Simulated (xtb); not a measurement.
HSb, triplet, geometry from GFN2-xTB; xtb with GFN2-xTB.

xtb was given this input:
```
$ xtb mol.xyz --gfn 2 --uhf 2 --ohess --json

# file mol.xyz
2

Sb    -0.00000000    -0.00000000    -0.03385819
H      0.00000000     0.00000000     1.72676754
```

What the program printed (banner, timings and long lists left out):

```
   ID    Z sym.   atoms
    1   51 Sb     1
    2    1 H      2

           -------------------------------------------------
          |                Calculation Setup                |
           -------------------------------------------------

           -------------------------------------------------
          |                 G F N 2 - x T B                 |
           -------------------------------------------------

          ...................................................
          :                      SETUP                      :
          :.................................................:
          :  # basis functions                  11          :
          :  # atomic orbitals                  10          :
          :  # shells                            4          :
          :  # electrons                         6          :
          :  max. iterations                   250          :
          :  Hamiltonian                  GFN2-xTB          :
          :  restarted?                      false          :
          :  GBSA solvation                  false          :
          :  PC potential                    false          :
          :  electronic temp.          300.0000000     K    :
          :  accuracy                    1.0000000          :
          :  -> integral cutoff          0.2500000E+02      :
          :  -> integral neglect         0.1000000E-07      :
          :  -> SCF convergence          0.1000000E-05 Eh   :
          :  -> wf. convergence          0.1000000E-03 e    :
          :  Broyden damping             0.4000000          :
          :  net charge                          0          :
          :  unpaired electrons                  2          :
          ...................................................

 iter      E             dE          RMSdq      gap      omega  full diag
   1     -2.6654606 -0.266546E+01  0.342E+00    3.30       0.0  T
   2     -2.6733234 -0.786278E-02  0.443E+00    3.48       1.0  T
   3     -2.6735135 -0.190034E-03  0.414E+00    3.49       1.0  T
   4     -2.6737440 -0.230553E-03  0.639E-02    3.43       1.1  T
   5     -2.6737444 -0.365412E-06  0.202E-02    3.44       3.5  T
   6     -2.6737444 -0.209246E-07  0.430E-04    3.44     164.6  T
   7     -2.6737444 -0.156081E-09  0.433E-04    3.44     163.5  T

   *** convergence criteria satisfied after 7 iterations ***

 transition dipole moment (au) for excitation:           3           4
     X       Y       Z
[...]
         :: total energy              -2.671954708648 Eh    ::
 * total energy  :    -2.6719547 Eh     change       -0.3615774E-11 Eh
   *** GEOMETRY OPTIMIZATION CONVERGED AFTER 1 ITERATIONS ***
         :: total energy              -2.671954708651 Eh    ::
[...]
          :  rotational number                       1      :
          :  scaling factor                  1.0000000      :
          :  rotor cutoff                   50.0000000 cm⁻¹ :
          :  imag. cutoff                  -20.0000000 cm⁻¹ :
          :.................................................:

    mode    ω/cm⁻¹     T·S(HO)/kcal·mol⁻¹    T·S(FR)/kcal·mol⁻¹   T·S(vib)
   ------------------------------------------------------------------------
   ------------------------------------------------------------------------

   temp. (K)  partition function   enthalpy   heat capacity  entropy
                                   cal/mol     cal/K/mol   cal/K/mol   J/K/mol
 298.15  VIB   1.00                    5.615      0.123      0.022
         ROT   38.1                  592.502      1.987      9.221
         INT   38.1                  598.116      2.111      9.243
         TR   0.132E+28             1481.254      4.968     40.311
         TOT                        2079.3702     7.0787    49.5537   207.3329

       T/K    H(0)-H(T)+PV         H(T)/Eh          T*S/Eh         G(T)/Eh
   ------------------------------------------------------------------------
    298.15    0.331369E-02    0.640024E-02    0.235446E-01   -0.171443E-01
   ------------------------------------------------------------------------

         :::::::::::::::::::::::::::::::::::::::::::::::::::::
         ::                  THERMODYNAMIC                  ::
         :::::::::::::::::::::::::::::::::::::::::::::::::::::
         :: total free energy          -2.689099045858 Eh   ::
         ::.................................................::
         :: total energy               -2.671954708651 Eh   ::
         :: zero point energy           0.003086557058 Eh   ::
         :: G(RRHO) w/o ZPVE           -0.020230894265 Eh   ::
         :: G(RRHO) contrib.           -0.017144337206 Eh   ::
         :::::::::::::::::::::::::::::::::::::::::::::::::::::

optimized geometry written to: xtbopt.xyz

           -------------------------------------------------
          | TOTAL ENERGY               -2.671954708651 Eh   |
          | TOTAL ENTHALPY             -2.665554464179 Eh   |
          | TOTAL FREE ENERGY          -2.689099045858 Eh   |
          | GRADIENT NORM               0.000000001646 Eh/α |
          | HOMO-LUMO GAP               3.436779235410 eV   |
           -------------------------------------------------

normal termination of xtb
```
